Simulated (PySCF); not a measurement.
MoF4, SMILES [F][Mo]([F])([F])[F] (connectivity only; charge and spin as stated), neutral, multiplicity 3.

Geometry: B3LYP-D3(BJ)/def2-SVP. The geometry has at least one imaginary mode, so it is a saddle point at that level. The multiplicity is an assumed one; other spin states were not compared. The def2 effective core potentials stand for the cores of Mo; spin–orbit coupling is left out.

The numbers are results of B3LYP/def2-TZVPD (PySCF), not measurements.

Gas-phase values at a fixed geometry.

```
Quantity                                                                                                        Result
---------------------------------------------------------------------------------------------  -----------------------
total energy                                                                                        -467.92289 hartree
point group                                                                                                        D2h
α spin, highest occupied and lowest empty level                                                     -7.95 and -5.38 eV
β spin, highest occupied and lowest empty level                                                    -11.50 and -4.97 eV
dipole moment                                                                                                   0.00 D
quadrupole, principal values (traceless, Buckingham form, about the centre of nuclear charge)  -5.84, -4.85, 10.68 D·Å
mean static polarisability                                                                        41.5 bohr³ (6.15 Å³)
polarisability, principal values                                                                32.0, 46.0, 46.5 bohr³
⟨S²⟩                                                                                           2.004 (pure state 2.00)
```
